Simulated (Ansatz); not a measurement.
**A ladder of methods for GeH3 (SMILES [GeH3])**

GeH3 has 4 atoms, charge 0, and is taken as a doublet. SMILES: `[GeH3]`. Geometry: optimised at B3LYP/def2-SVP.

Quantity: the adiabatic ionisation energy (to the singlet cation, shapes relaxed at B3LYP/def2-SVP, no zero-point term), in eV. The values are calculated.

```json
{"level": "UHF/def2-TZVPP", "kind": "Hartree–Fock", "program": "Ansatz", "value (eV)": "7.44", "CPU time (all runs)": "0.83 s"}
{"level": "UBLYP/def2-TZVPP", "kind": "GGA", "program": "Ansatz", "value (eV)": "7.87", "CPU time (all runs)": "1.8 s"}
{"level": "U-r2SCAN/def2-TZVPP", "kind": "meta-GGA", "program": "Ansatz", "value (eV)": "8.16", "CPU time (all runs)": "4.5 s"}
{"level": "UB3LYP/def2-TZVPP", "kind": "global hybrid", "program": "Ansatz", "value (eV)": "8.03", "CPU time (all runs)": "2.1 s"}
{"level": "U-wB97M-V/def2-TZVPP", "kind": "range-separated hybrid", "program": "Ansatz", "value (eV)": "7.89", "CPU time (all runs)": "7.7 s"}
{"level": "UB2PLYP/def2-TZVPP", "kind": "double hybrid", "program": "Ansatz", "value (eV)": "7.92", "CPU time (all runs)": "3.3 s"}
{"level": "RPA@PBE/def2-TZVPP", "kind": "RPA", "program": "Ansatz", "value (eV)": "8.19", "CPU time (all runs)": "2.9 s"}
{"level": "UMP2/def2-TZVPP", "kind": "perturbation theory", "program": "Ansatz", "value (eV)": "7.86", "CPU time (all runs)": "1.2 s"}
```

All-electron rows without a relativistic Hamiltonian named are non-relativistic. The values span 7.44 to 8.19 eV. In the correlated wave-function rows the outer d shell of Ge is correlated, in sets not made for it. In so small a basis fixed costs decide the times, and correlated methods can beat functionals. Times are those of the runs behind each value, whatever else they computed, on shared processors of several kinds: orders of magnitude only.
